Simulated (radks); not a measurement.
The numbers below are computed, except where a source is named.
Effect of the nuclear size on neutral cadmium, [Kr] 4d10 5s2. Code: a radial shooting solver on a logarithmic mesh with Libxc functionals. Model: Dirac Kohn-Sham, exchange-only LDA, spin-unpolarised, spherical densities, finite nucleus; Fermi nuclear charge, rms radius 4.6087 fm. The rms radius is varied about that value; shifts are against it.

| rms radius (fm) | total energy shift (eV) | density at nucleus (e/bohr^3) | 1s1/2 shift (meV) | 2s1/2 shift (meV) | 3p1/2 shift (meV) | 4s1/2 shift (meV) | 4p1/2 shift (meV) | 5s1/2 shift (meV) | 5p1/2 (empty) shift (meV) |
|---|---|---|---|---|---|---|---|---|---|
| 3.7976 | -1.04 | 1.632e+05 | -438 | -49.3 | 0.602 | -1.73 | 0.169 | -0.076 | 0.038 |
| 4.1801 | -0.572 | 1.61e+05 | -241 | -27.1 | 0.331 | -0.951 | 0.093 | -0.042 | 0.021 |
| 4.6087 | 0 | 1.588e+05 | 0.000 | 0.000 | 0.000 | 0.000 | 0.000 | 0.000 | 0.000 |
| 4.9129 | 0.435 | 1.574e+05 | 183 | 20.6 | -0.251 | 0.723 | -0.071 | 0.032 | -0.016 |
| 5.6042 | 1.51 | 1.545e+05 | 636 | 71.6 | -0.874 | 2.51 | -0.245 | 0.110 | -0.056 |

Slopes of the eigenvalues against <r^2> in GHz/fm^2, as finite differences over the two radii next to the reference (eigenvalue slopes, not the field-shift constants of lines): 1s1/2 15400, 2s1/2 1730, 3p1/2 -21.1, 4s1/2 60.8, 4p1/2 -5.93, 5s1/2 2.66, 5p1/2 (empty) -1.35.
